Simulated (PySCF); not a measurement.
Si(OMe)(SiH3) (CH6OSi2), SMILES CO[Si][SiH3] (connectivity only; charge and spin as stated), neutral, multiplicity 1.

The structure is a stationary point at B3LYP-D3(BJ)/def2-SVP. The structure was generated by enumeration; whether it is a known compound was not checked. The values are those of a single conformer.

These are B3LYP/def2-TZVP (PySCF) values and carry that method's errors.

Symmetry labels are those of the subgroup Cs that the program uses (full group Cs).

Computed valence orbital energies around the gap with their symmetry:
```tsv
orbital	symmetry	energy (eV)
HOMO−7	A"	-12.66
HOMO−6	A'	-12.60
HOMO−5	A'	-10.29
HOMO−4	A"	-9.38
HOMO−3	A'	-9.18
HOMO−2	A'	-9.02
HOMO−1	A"	-8.77
HOMO	A'	-5.85
LUMO	A"	-2.58
LUMO+1	A'	-0.32
LUMO+2	A'	0.72
LUMO+3	A'	1.30
```
